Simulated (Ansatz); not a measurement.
Relaxation of Cl$_{3}$H$_{2}$HfO (7 atoms, charge 0, multiplicity 2), to a largest force component of 0.03 eV/Å in at most 50 steps.

The calculation used UHF/def2-SVP in Ansatz 0.2.0.

```xyz
7
Properties=species:S:1:pos:R:3
Hf -0.045 -0.106 -0.050
Cl 0.058 0.017 2.422
Cl 2.122 0.124 -0.980
O -1.134 1.293 -0.699
H -1.684 1.982 -1.030
Cl -0.983 -2.172 -0.732
H -0.053 -0.049 4.999
```

Where does it end, and by what steps?

It converged. The force dipped under the threshold on the way, but the program's further checks kept it going. After 9 steps the energy has fallen by 0.177 eV; H7 moved furthest, 1.16 Å.

```json
{"step": "0", "energy less start (eV)": "0.0000", "largest force component (eV/Å)": "1.610", "accepted": "yes"}
{"step": "1", "energy less start (eV)": "-0.0291", "largest force component (eV/Å)": "1.671", "accepted": "yes"}
{"step": "2", "energy less start (eV)": "-0.1156", "largest force component (eV/Å)": "0.842", "accepted": "yes"}
{"step": "3", "energy less start (eV)": "-0.1567", "largest force component (eV/Å)": "0.094", "accepted": "yes"}
{"step": "4", "energy less start (eV)": "-0.1660", "largest force component (eV/Å)": "0.076", "accepted": "yes"}
{"step": "5", "energy less start (eV)": "-0.1729", "largest force component (eV/Å)": "0.024", "accepted": "yes"}
{"step": "6", "energy less start (eV)": "-0.1756", "largest force component (eV/Å)": "0.013", "accepted": "yes"}
{"step": "7", "energy less start (eV)": "-0.1766", "largest force component (eV/Å)": "0.025", "accepted": "yes"}
{"step": "8", "energy less start (eV)": "-0.1769", "largest force component (eV/Å)": "0.041", "accepted": "yes"}
{"step": "9", "energy less start (eV)": "-0.1771", "largest force component (eV/Å)": "0.023", "accepted": "yes"}
```

```xyz
7
Properties=species:S:1:pos:R:3
Hf -0.035 -0.106 -0.243
Cl 0.125 -0.003 2.125
Cl 2.119 0.134 -1.209
O -1.144 1.302 -0.851
H -1.694 2.003 -1.151
Cl -0.990 -2.179 -0.897
H -0.099 -0.059 6.156
```

Whether the end is a true minimum wasn't checked by a vibrational analysis.

Run time: 28 s on 4 threads of Intel(R) Xeon(R) Platinum 8259CL CPU @ 2.50GHz (Skylake/Cascade Lake), on a shared host, peak memory 0.36 GiB.
